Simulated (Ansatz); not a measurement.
Basis-set series for Cl2GaH, SMILES `[Cl][GaH][Cl]`. Charge 0, multiplicity 1. The structure was optimised at the PBE0-D4/def2-TZVP level.

| functional | basis | functions | energy (Eh) | HOMO (eV) | LUMO (eV) |
| --- | --- | --- | --- | --- | --- |
| PBE0-D4 | def2-SVP | 73 | -2844.87249 | -9.01 | -1.58 |
| PBE0-D4 | def2-QZVPP | 259 | -2845.50771 | -9.19 | -1.78 |
| ωB97M-V | def2-SVP | 73 | -2845.28009 | -11.21 | 0.23 |
| ωB97M-V | def2-QZVPP | 259 | -2845.90782 | -11.43 | -0.11 |

Q: Give the rows for def2-TZVPP. (Estimate.)

A: Ansatz gave: 
```tsv
functional	basis	functions	energy (Eh)	HOMO (eV)	LUMO (eV)
PBE0-D4	def2-TZVPP	146	-2845.43716	-9.16	-1.73
ωB97M-V	def2-TZVPP	146	-2845.83990	-11.39	0.02
```

Positive LUMOs are unbound and depend on the basis. Scalar relativity is left out up to krypton.
